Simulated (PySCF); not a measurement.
SbBr₂, SMILES [Br][Sb][Br], multiplicity 2. Atoms are numbered in the order given.

```xyz
3

Sb     0.0000     0.0000     0.9349
Br     0.0000    -1.9605    -0.6811
Br     0.0000     1.9605    -0.6811
```
Charge 0, spin multiplicity 2.

The structure is a stationary point at PBE-D3(BJ)/def2-SVP. The multiplicity is an assumed one; other spin states were not compared. The isomer is the one that the SMILES or the coordinates give; other isomers of the formula were not compared. The def2 effective core potentials stand for the cores of Sb; spin–orbit coupling is left out.

Calculation: PySCF with PBE-D3(BJ)/def2-SVP.

Frequencies are harmonic and unscaled.

```tsv
mode	ν (cm⁻¹)	IR (km/mol)	moving atoms (share of kinetic energy)
1	75	0.5	Br 80 %, Sb 20 %
2	245	38.3	Br 56 %, Sb 44 %
3	247	10.8	Br 63 %, Sb 37 %
```
